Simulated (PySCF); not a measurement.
Shapes and spin states of Be₂Cl⁺

Method: PySCF, PBE0, basis Cl def2-TZVP, Be def2-TZVP (no relativity, density fitting).

Relaxations began from a few typed shapes and spin states; open shells are unrestricted. The search is not exhaustive: other isomers or separated fragments can lie lower, and high-lying points may rest on an excited occupation.

```
                                                 spin  group                              bonds                               angles  imaginary modes (cm⁻¹)  ΔE (kJ/mol)  ΔE with ZPE (kJ/mol)
                                              singlet    C2v  Be–Be 1.937 Å, Cl–Be 2.002 Å (×2)  Be–Be–Cl 61.1° (×2), Be–Cl–Be 57.9°                    none          0.0                   0.0
                                              triplet    C2v                 Cl–Be 1.995 Å (×2)                      Be–Cl–Be 114.9°                    none         44.5                  42.7
                                              triplet    D∞h                 Cl–Be 1.993 Å (×2)                      Be–Cl–Be 180.0°              127i, 127i         63.9                     –
singlet (closed shell, unstable to spin polarisation)    D∞h                 Cl–Be 2.043 Å (×2)                      Be–Cl–Be 180.0°                    none        140.2                 136.2
```

The lowest minimum found is the singlet C2v: Be–Be 1.937 Å, Cl–Be 2.002 Å (×2); Be–Be–Cl 61.1° (×2), Be–Cl–Be 57.9°.
